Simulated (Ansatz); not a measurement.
C2H2OSi, SMILES `C#C[Si]O` (lower singlet) (charge 0, multiplicity 1). This singlet lies 1.95 eV below the relaxed triplet at the level B3LYP/cc-pVTZ // PBE0-D3(BJ)/def2-TZVP (Ansatz, a quantum-chemistry and plane-wave program).

Cartesian coordinates (Å):
```xyz
6

C      1.6693    -0.0852     0.4340
C      0.5260    -0.3784     0.1585
Si    -1.1431    -1.0726    -0.3172
O     -2.0753     0.2725    -0.1055
H      2.6732     0.1809     0.6783
H     -1.6501     1.0828     0.1901
```
Charge 0, spin multiplicity 1.

Frozen-core energies in 6-31g from Ansatz at a geometry from PBE0-D3(BJ)/def2-TZVP; the HF reference has <S^2> = 0.00 and the T1 diagnostic is 0.018.

| level | energy (Ha) |
|---|---|
| HF | -440.53285 |
| MP2 | -440.87834 |
| CCSD | -440.89719 |
| CCSD(T) | -440.90851 |

### Question
Estimate the energies of CCSDT and CCSDT(Q), and give each level's difference from CCSDT(Q).

### Answer

| level | energy (Ha) | difference from CCSDT(Q) (mHa) |
|---|---|---|
| MP2 | -440.87834 | 32.39 |
| CCSD | -440.89719 | 13.53 |
| CCSD(T) | -440.90851 | 2.22 |
| CCSDT | -440.90892 | 1.81 |
| CCSDT(Q) | -440.91073 | 0.00 |
